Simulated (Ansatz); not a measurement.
Start from `[CH3][Al]([F])[SiH2]F` and change one atom or group to get `[CH3][Al]([F])[GeH3]`.

Ansatz, PBE0-D4/def2-TZVP geometries, multiplicity 1. Each molecule was computed in one conformer, which needn't be the lowest.

Scalar relativity is left out up to krypton.

```csv
property,`[CH3][Al]([F])[SiH2]F`
HOMO–LUMO gap (B3LYP/def2-TZVPP) / eV,5.68
LUMO energy (PBE/def2-TZVPP) / eV,-2.29
HOMO–LUMO gap (PBE0/def2-TZVPP) / eV,6.06
LUMO energy (ωB97M-V/def2-TZVPP) / eV,0.10
size of the dipole moment (PBE/def2-TZVPP) / D,1.06
LUMO energy (B3LYP/def2-TZVPP) / eV,-1.75
```

(1) What does the change do to each property? (An estimate is asked.)

Results:

(1) Ansatz gave: 
| property | `[CH3][Al]([F])[GeH3]` | shift |
| --- | --- | --- |
| HOMO–LUMO gap (B3LYP/def2-TZVPP) / eV | 5.82 | 0.14 |
| LUMO energy (PBE/def2-TZVPP) / eV | -2.09 | 0.20 |
| HOMO–LUMO gap (PBE0/def2-TZVPP) / eV | 6.22 | 0.16 |
| LUMO energy (ωB97M-V/def2-TZVPP) / eV | 0.30 | 0.20 |
| size of the dipole moment (PBE/def2-TZVPP) / D | 1.73 | 0.67 |
| LUMO energy (B3LYP/def2-TZVPP) / eV | -1.55 | 0.20 |

With PBE0 the HOMO rises by 0.05 eV and the LUMO rises by 0.20 eV, so the gap widens by about 0.15 eV. PBE moves the HOMO by -0.01 eV and ωB97M-V by 0.05 eV. Dipoles are sizes alone; their direction can turn.

B3LYP here is the variant with VWN-RPA as its local correlation; programs differ in this.
